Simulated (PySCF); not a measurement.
C3H4ClFOS.
SMILES: `C[S@](=O)/C(F)=C\Cl`

Torsions of this conformer, `[CH3:1][S@:2](=[O:3])/[C:4]([F:5])=[CH:6]\[Cl:7]`: C1–S2–C4–F5 59°.

The closed-shell ground state was solved at several levels (PySCF, density fitting, gas phase, non-relativistic). Isolated species at its GFN2-xTB geometry (one conformer only).

```
              level  basis functions  total energy (Eh)  HOMO (eV)  LUMO (eV)  gap (eV)  dipole (D)
CAM-B3LYP/def2-SVPD              192         -1149.5342      -8.67      -0.07      8.60        3.73
     PBE0/def2-SVPD              192         -1149.0280      -7.30      -1.19      6.11        3.59
```

(1) Estimate the row for PBE0/pcSseg-1, a basis of 153 functions; the other rows only guide the guess.

(2) Over all these levels, which gives the widest orbital gap and which the narrowest?

(3) How far do the dipole and the HOMO energy spread over the levels?

## Answers

(1) Total energy -1149.4138 Eh, HOMO -7.19 eV, LUMO -1.01 eV, gap 6.18 eV, dipole 3.49 D.

(2) CAM-B3LYP/def2-SVPD (range-separated hybrid) has the widest, 8.60 eV, and PBE0/def2-SVPD (global hybrid, 25 % exact exchange) the narrowest, 6.11 eV. The two share the basis. From the narrowest to the widest the HOMO moves by -1.37 eV and the LUMO by +1.12 eV.

(3) The dipole runs from 3.49 to 3.73 D (mean 3.60 D) and the HOMO from -8.67 to -7.19 eV.
